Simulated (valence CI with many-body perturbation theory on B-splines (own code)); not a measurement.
**O²⁺: key properties**

Calculated by valence CI with perturbative core correlation (CI+MBPT): four valence electrons over a frozen Dirac-Fock core [He], radial functions for each j: 9 s, 9 p, 8 d, 6 f, 3 g, 1 h, with the one-electron correlation potential Σ1, the two-electron term Σ2, the three-electron term Σ3, Breit, model QED; selected CI, second order for the rest, scaled by the run's own slope (own B-spline code, finite nucleus).

Set against measurement, 23 paired levels are off by 135 cm⁻¹ on average, the worst by 328. These come from a selection out of Moore, Selected Tables of Atomic Spectra, NSRDS-NBS 3, section 11. Levels without a partner in it may be off by more. Among the levels kept, up to 540 cm⁻¹ of a level comes from second order outside the variational space, and about a tenth of that is noise between levels of different J, which matters for small intervals.

Rates and lifetimes use the calculated energies. Strong lines usually hold to 10 to 20 %, long lifetimes can be off by a factor of two.

Problem. What is the ground level?

Solution. 2s2 2p2 3P_0, composition 97 % 2s2 2p2 3P.

Problem. Where does the other parity begin?

Solution. At 2s 2p3 5S°_2, 7.455 eV.

Problem. Among levels below 38.729 eV, which E1 lines absorb most strongly from the ground level?

Solution. to 2s 2p3 3S°_1 at 50.68 nm, f = 0.184; to 2s 2p3 3P°_1 at 70.16 nm, f = 0.136; to 2s 2p3 3D°_1 at 83.25 nm, f = 0.109.

Problem. What are the static dipole polarisabilities of the lowest levels?

Solution. 2s2 2p2 3P_0 1.66; 2s2 2p2 3P_1 1.66 (tensor 0.021); 2s2 2p2 3P_2 1.66 (tensor -0.041); 2s2 2p2 1D_2 1.56 (tensor 0.16) bohr³, of which the core gives 0.00264.

Problem. Name the longest-lived excited levels whose lifetime is computed, and their main decay.

Solution. 2s2 2p2 3P_1 at 0.014 eV lives 36800 s, mostly by M1 to 2s2 2p2 3P_0; 2s2 2p2 3P_2 at 0.038 eV lives 10300 s, mostly by M1 to 2s2 2p2 3P_1; 2s2 2p2 1D_2 at 2.530 eV lives 36.6 s, mostly by M1 to 2s2 2p2 3P_2.

Problem. What is the ionisation energy?

Solution. 54.918 eV; NIST lists 54.9355 eV (semi-empirical).

Problem. How well does LS coupling describe the low levels?

Solution. Among the lowest 20 levels the leading LS term, summed over configurations, holds 100 % on average. For single configurations the figures are 96 % in LS and 68 % in jj coupling. Terms hardly mix: every one of these levels is at least 95 % one term.
